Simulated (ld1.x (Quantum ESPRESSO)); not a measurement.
# technetium, TM: configuration errors across variants

ld1.x (Quantum ESPRESSO) 7.5 input, shortened:

```
&input
   title='Tc', zed=43., rel=1, dft='BLYP', iswitch=3,
   config='[Kr] 4d5 5s2 5p0'
 /
 &inputp
   pseudotype=2, tm=.true., lloc=1,
   nlcc=.false.
 /
3
5S  1  0   2.00   0.00  2.80  2.80  0.0
4D  3  2   5.00   0.00  2.15  2.15  0.0
4P  2  1   6.00   0.00  1.65  1.65  0.0
 &test
   configts(1)='4p6 4d5 5s2 5p0'
 /
```

All-electron excitation energies from the reference (eV): (1) 4p6 4d5 5s1 5p0 8.123; (2) 4p6 4d5 5s0 5p0 23.095; (3) 4p6 4d4 5s0 5p0 51.704; (4) 4p6 4d5 5s0 5p1 12.717; (5) 4p6 4d4 5s2 5p1 6.521; (6) 4p6 4d5 5s1.5 5p0 3.251; (7) 4p6 4d4 5s2 5p0 11.461.

A true bound ghost makes a file unfit for plane-wave use even where its test errors are small: the radial tests pick states by their node count and pass the ghost by.

Errors AE − PS in meV (a dash: test not solved or not reliable):

```csv
change,(1),(2),(3),(4),(5),(6),(7),bound ghosts
base,-4.0,-17,+75,+97,+99,-1.1,-11,s
wave 4p (bound): rc 1.65 bohr becomes 4p (bound): rc 1.16 bohr,-5.5,-18,+70,+3.9,-6.3,–,-49,s
wave 4p (bound): rc 1.65 bohr becomes 4p (bound): rc 1.28 bohr,-5.1,-18,+70,+12,+6.5,–,-39,s
```

**Question.** Give the same row for: wave 4p (bound): rc 1.65 bohr becomes 4p (bound): rc 2.44 bohr.

**Answer.** -3.9, -18, +71, +90, +99, –, -6.9; bound ghosts: s.
